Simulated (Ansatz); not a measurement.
`[SiH3]O[SiH2][SiH3]` + `CN[SiH3]` → `CN([SiH3])[SiH3]` + disiloxane at 400 K and 1 bar (cleavage of the Si–Si bond).

Isolated molecules relaxed with PBE0-D4/def2-TZVP in Ansatz; ΔE leaves out vibrations. CCSD(T)/CBS adds triple-zeta CCSD(T) − MP2 to the extrapolated MP2 energy (def2 sets, frozen cores). Each species was taken in one conformer, which may not be the lowest.

```tsv
species	CCSD(T)/CBS energy (Eh)	H − E (kJ/mol)	S (J/(mol·K))
`[SiH3]O[SiH2][SiH3]`	-947.28799	227.4	435.6
`CN[SiH3]`	-386.04948	233.7	327.3
`CN([SiH3])[SiH3]`	-676.35037	283.6	393.1
`[SiH3]O[SiH3]`	-657.01000	172.0	360.1
```

H − E and S are ideal-gas, rigid-rotor, harmonic terms from PBE0-D4/def2-TZVP, for one conformer and one mirror image of each species. 1 Eh = 2625.50 kJ/mol, R = 8.31446 J/(mol·K).

Task: By hand: ΔE, ΔH, ΔS and ΔG.

Result: ΔE = (-676.35037) + (-657.01000) − (-947.28799) − (-386.04948) = -0.02290 Eh = -60.1 kJ/mol. Δ(H − E) = 283.6 + 172.0 − 227.4 − 233.7 = -5.5, so ΔH = -65.6 kJ/mol. ΔS = 393.1 + 360.1 − 435.6 − 327.3 = -9.7 J/(mol·K). ΔG = -65.6 − 400 × (-9.7)/1000 = -61.7 kJ/mol.

Task: By hand: the equilibrium constant, and the temperature at which ΔG would vanish if ΔH and ΔS stayed fixed.

Result: log₁₀ K = −ΔG/(RT ln 10) = 8.1. ΔG = 0 at ΔH/ΔS = 6763 K, far beyond where these terms or the molecules hold.

The number of gas molecules stays the same, so ΔS is small and ΔH decides. A doubt of 5 kJ/mol in ΔE shifts log₁₀ K by 0.7 here. Other conformers and mirror images would add mixing entropy, several J/(mol·K) or more a flexible species. Modes under 60 cm⁻¹, often nearly free rotors, make the harmonic entropy too high. These are equilibria of isolated gas molecules and say nothing of rates. Largest T1 diagnostic: 0.012 (customary marks: 0.02 for closed shells, 0.045 for open ones).
